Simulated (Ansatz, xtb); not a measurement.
## Relaxing a trial structure of AlGaH5P

The starting geometry of this gas-phase singlet was built from a drawn formula by distance geometry; its bonds are those of `[AlH2][GaH][PH2]`.

```tsv
atom	x (Å)	y (Å)	z (Å)
Al	0.1802	-1.6222	1.9293
Ga	1.1880	0.6318	1.0750
P	3.1695	0.2097	0.4283
H	0.4156	-2.7754	0.8252
H	-0.1231	-1.9113	3.4636
H	0.4589	1.6950	0.6333
H	3.3156	-0.9889	-0.3606
H	4.2395	0.3196	1.4113
```

Problem. Predict what becomes of its bonds when it is optimised with r2SCAN-D4/def2-SVP.

Solution. It keeps its bonds, and is `[AlH2][GaH][PH2]`. Distances that change by over a tenth: Ga2–H6 (1.36 → 1.58 Å).

The energy falls by 1.81 eV over 16 steps:

```csv
step,E − E(last) (eV)
1,1.808
3,0.317
4,0.179
6,0.083
8,0.038
9,0.034
11,0.003
13,0.000
14,0.000
16,0.000
```

Final geometry (Å):

```xyz
8

Al    0.0751   -1.8024    1.7854
Ga    1.3029    0.2302    1.0155
P     3.3889    0.0939    0.0031
H    -0.7137   -2.7451    0.7668
H     0.0976   -2.2331    3.3229
H     0.7540    1.7064    0.9883
H     3.9636   -0.9004    0.8501
H     3.9759    1.2087    0.6733
```

From the same start GFN2-xTB ends elsewhere, differing in Al1–H6 (1.58 against 3.66 Å here), Ga2–H6 (3.27 against 1.58 Å here).

The end wasn't checked by frequencies. Run with Ansatz 0.2.0, 20 s on 2 threads of Intel(R) Xeon(R) 6975P-C (Granite Rapids), with other jobs on the host.
